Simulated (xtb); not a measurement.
xtb input for GeI2, SMILES [I][Ge][I] (connectivity only; charge and spin as stated), charge +1, multiplicity 2, GFN2-xTB. 

```
$ xtb mol.xyz --gfn 2 --sp --chrg 1 --uhf 1 --json
$ cat mol.xyz
3

Ge     0.00000000    -0.00000000     0.99709377
I     -0.00000000     2.18144485    -0.30100944
I      0.00000000    -2.18144485    -0.30100944
```

Output:

```
[banner left out]
          |                Calculation Setup                |
           -------------------------------------------------



           -------------------------------------------------
          |                 G F N 2 - x T B                 |
           -------------------------------------------------

        Reference                      10.1021/acs.jctc.8b01176
      * Hamiltonian:
        H0-scaling (s, p, d)           1.850000    2.230000    2.230000
        zeta-weighting                 0.500000
      * Dispersion:
        s8                             2.700000
        a1                             0.520000
        a2                             5.000000
        s9                             5.000000
      * Repulsion:
        kExp                           1.500000    1.000000
        rExp                           1.000000
      * Coulomb:
        alpha                          2.000000
        third order                    shell-resolved
        anisotropic                    true
        a3                             3.000000
        a5                             4.000000
        cn-shift                       1.200000
        cn-exp                         4.000000
        max-rad                        5.000000


          ...................................................
          :                      SETUP                      :
          :.................................................:
          :  # basis functions                  30          :
          :  # atomic orbitals                  27          :
          :  # shells                            9          :
          :  # electrons                        17          :
          :  max. iterations                   250          :
          :  Hamiltonian                  GFN2-xTB          :
          :  restarted?                      false          :
          :  GBSA solvation                  false          :
          :  PC potential                    false          :
          :  electronic temp.          300.0000000     K    :
          :  accuracy                    1.0000000          :
          :  -> integral cutoff          0.2500000E+02      :
          :  -> integral neglect         0.1000000E-07      :
          :  -> SCF convergence          0.1000000E-05 Eh   :
          :  -> wf. convergence          0.1000000E-03 e    :
          :  Broyden damping             0.4000000          :
          :  net charge                          1          :
          :  unpaired electrons                  1          :
          ...................................................

 iter      E             dE          RMSdq      gap      omega  full diag
   1     -8.6601880 -0.866019E+01  0.403E+01    1.74       0.0  T
   2     -7.8328155  0.827373E+00  0.305E+01    5.11       1.0  T
   3     -8.7130130 -0.880197E+00  0.319E+01    1.89       1.0  T
   4     -9.1705655 -0.457553E+00  0.906E+00    3.01       1.0  T
   5     -9.1715461 -0.980549E-03  0.385E+00    3.18       1.0  T
   6     -9.1657687  0.577733E-02  0.297E+00    3.33       1.0  T
   7     -9.1702310 -0.446229E-02  0.997E-01    3.30       1.0  T
   8     -9.1718954 -0.166438E-02  0.946E-01    3.22       1.0  T
   9     -9.1719061 -0.107034E-04  0.324E-01    3.22       1.0  T
  10     -9.1718169  0.891579E-04  0.300E-01    3.21       1.0  T
  11     -9.1719298 -0.112865E-03  0.142E-01    3.22       1.0  T
  12     -9.1719285  0.126258E-05  0.479E-02    3.22       1.2  T
  13     -9.1719299 -0.138736E-05  0.154E-02    3.23       3.7  T
  14     -9.1719301 -0.193829E-06  0.361E-03    3.23      16.0  T
  15     -9.1719301 -0.700772E-08  0.334E-03    3.23      17.3  T
  16     -9.1719301 -0.506140E-08  0.356E-04    3.23     162.1  T
  17     -9.1719301 -0.354010E-10  0.178E-04    3.23     323.6  T

   *** convergence criteria satisfied after 17 iterations ***

         #    Occupation            Energy/Eh            Energy/eV
      -------------------------------------------------------------
         1        2.0000           -0.9808176             -26.6894
       ...           ...                  ...                  ...
         3        2.0000           -0.9245279             -25.1577
         4        2.0000           -0.7020307             -19.1032
         5        2.0000           -0.6743895             -18.3511
         6        2.0000           -0.6675578             -18.1652
         7        2.0000           -0.6636072             -18.0577
         8        1.9960           -0.6569614             -17.8768
         9        1.0040           -0.6464658             -17.5912 (HOMO)
        10                         -0.5278841             -14.3645 (LUMO)
        11                         -0.4600213             -12.5178
        12                         -0.4184973             -11.3879
        13                         -0.2902425              -7.8979
        14                         -0.2796890              -7.6107
       ...                                ...                  ...
        27                          1.0535444              28.6684
      -------------------------------------------------------------
                  HL-Gap            0.1185817 Eh            3.2268 eV
             Fermi-level           -0.6194440 Eh          -16.8559 eV

 SCC (total)                   0 d,  0 h,  0 min,  0.004 sec
 SCC setup                      ...        0 min,  0.000 sec (  2.325%)
 Dispersion                     ...        0 min,  0.000 sec (  0.522%)
 classical contributions        ...        0 min,  0.000 sec (  0.408%)
 integral evaluation            ...        0 min,  0.001 sec ( 15.100%)
 iterations                     ...        0 min,  0.003 sec ( 60.953%)
 molecular gradient             ...        0 min,  0.001 sec ( 18.798%)
 printout                       ...        0 min,  0.000 sec (  1.623%)

         :::::::::::::::::::::::::::::::::::::::::::::::::::::
         ::                     SUMMARY                     ::
         :::::::::::::::::::::::::::::::::::::::::::::::::::::
         :: total energy              -9.162891260402 Eh    ::
         :: gradient norm              0.000014697791 Eh/a0 ::
         :: HOMO-LUMO gap              3.226772681317 eV    ::
         ::.................................................::
         :: SCC energy                -9.171930145384 Eh    ::
         :: -> isotropic ES            0.080074390952 Eh    ::
         :: -> anisotropic ES          0.005168245271 Eh    ::
         :: -> anisotropic XC         -0.004225904799 Eh    ::
         :: -> dispersion             -0.003020884676 Eh    ::
         :: repulsion energy           0.009038884983 Eh    ::
         :: add. restraining           0.000000000000 Eh    ::
         :: total charge               1.000000000000 e     ::
         :::::::::::::::::::::::::::::::::::::::::::::::::::::

           -------------------------------------------------
          |                Property Printout                |
           -------------------------------------------------

    * Orbital Energies and Occupations

         #    Occupation            Energy/Eh            Energy/eV
      -------------------------------------------------------------
         1        2.0000           -0.9808176             -26.6894
         2        2.0000           -0.9791104             -26.6429
         3        2.0000           -0.9245279             -25.1577
         4        2.0000           -0.7020307             -19.1032
         5        2.0000           -0.6743895             -18.3511
         6        2.0000           -0.6675578             -18.1652
         7        2.0000           -0.6636072             -18.0577
Note: The following floating-point exceptions are signalling: IEEE_DENORMAL
normal termination of xtb
         8        1.9960           -0.6569614             -17.8768
         9        1.0040           -0.6464658             -17.5912 (HOMO)
        10                         -0.5278841             -14.3645 (LUMO)
        11                         -0.4600213             -12.5178
        12                         -0.4184973             -11.3879
        13                         -0.2902425              -7.8979
        14                         -0.2796890              -7.6107
        15                         -0.2748890              -7.4801
        16                         -0.2574469              -7.0055
        17                         -0.2361675              -6.4264
        18                         -0.2346943              -6.3864
        19                         -0.2324198              -6.3245
        20                         -0.2253984              -6.1334
       ...                                ...                  ...
        27                          1.0535444              28.6684
      -------------------------------------------------------------
                  HL-Gap            0.1185817 Eh            3.2268 eV
             Fermi-level           -0.6194440 Eh          -16.8559 eV

     #   Z          covCN         q      C6AA      α(0)
     1  32 Ge       1.754     0.514   242.252    32.532
     2  53 I        0.882     0.243   354.510    32.503
     3  53 I        0.882     0.243   354.510    32.503

 Mol. C6AA /au·bohr⁶  :       2813.411611
 Mol. C8AA /au·bohr⁸  :     258617.634856
 Mol. α(0) /au        :         97.538469


Wiberg/Mayer (AO) data.
largest (>0.10) Wiberg bond orders for each atom

 ---------------------------------------------------------------------------
     #   Z sym  total        # sym  WBO       # sym  WBO       # sym  WBO
 ---------------------------------------------------------------------------
     1  32 Ge   2.631 --     2 I    1.316     3 I    1.316
     2  53 I    1.605 --     1 Ge   1.316     3 I    0.289
     3  53 I    1.605 --     1 Ge   1.316     2 I    0.289
 ---------------------------------------------------------------------------

Topologies differ in total number of bonds
Writing topology from bond orders to xtbtopo.mol

molecular dipole:
                 x           y           z       tot (Debye)
 q only:        0.000       0.000       0.692
   full:        0.000       0.000       2.227       5.661
molecular quadrupole (traceless):
                xx          xy          yy          xz          yz          zz
 q only:       -5.120       0.000       7.266       0.000      -0.000      -2.146
  q+dip:       -0.834       0.000      -3.618      -0.000      -0.000       4.451
   full:        1.135       0.000      -6.380      -0.000      -0.000       5.245


           -------------------------------------------------
          | TOTAL ENERGY               -9.162891260402 Eh   |
          | GRADIENT NORM               0.000014697791 Eh/α |
          | HOMO-LUMO GAP               3.226772681317 eV   |
           -------------------------------------------------

------------------------------------------------------------------------
------------------------------------------------------------------------
 total:
 SCF:
```

The calculation finished and met its thresholds.

Cost: about 0.04 core-seconds (a rough figure).
